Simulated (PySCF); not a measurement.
Atom-mapped SMILES (the numbers label the heavy atoms): `[CH3:1][C:2]#[C:3][SiH2:4][O:5][SiH3:6]` (H(Xn): hydrogen on atom n).

- NMR shieldings at PBE0/pcSseg-1/GIAO
- geometry from PBE0-D3(BJ)/def2-SVP
- code: PySCF 2.14.0 with density-fitted response routines
- no solvent model, equivalent nuclei averaged, non-relativistic Hamiltonian, a single conformation

References, each an isolated molecule treated in the same way: $^{13}$C, $^{1}$H, $^{29}$Si against TMS; $^{17}$O vs H2O.

```tsv
atoms	nucleus	count	Hirshfeld charge	δ (ppm)
H(Si4)	$^{1}$H	2	-0.08	4.97
C3	$^{13}$C	1	-0.19	83.6
H(C1)	$^{1}$H	3	0.07	2.01
C2	$^{13}$C	1	-0.01	?
H(Si6)	$^{1}$H	3	-0.08	4.98
Si6	$^{29}$Si	1	0.38	-37.8
O5	$^{17}$O	1	-0.31	?
C1	$^{13}$C	1	-0.09	?
Si4	$^{29}$Si	1	0.41	-49.7
```

Problem. Complete the table.

Solution. 
- C2: 114.4 ppm, alkyne carbon
- C1: 5.8 ppm, propargylic methyl carbon; aliphatic region, no heteroatom directly attached
- O5: 7.5 ppm, oxygen bonded to 2 Si

Shifts are as computed. Against solution values, carbons near 30 ppm lie about +2 ppm off and those near 130 ppm about +5 ppm. Of 1211 compounds with measured shifts, 218 miss one by over three times the rms of a fit or turn the order of signals round; such compounds aren't used in these exercises. Experimental scales use liquid or dissolved standards, which lie at an offset from isolated H2O (liquid H2O: subtract about 36 ppm).
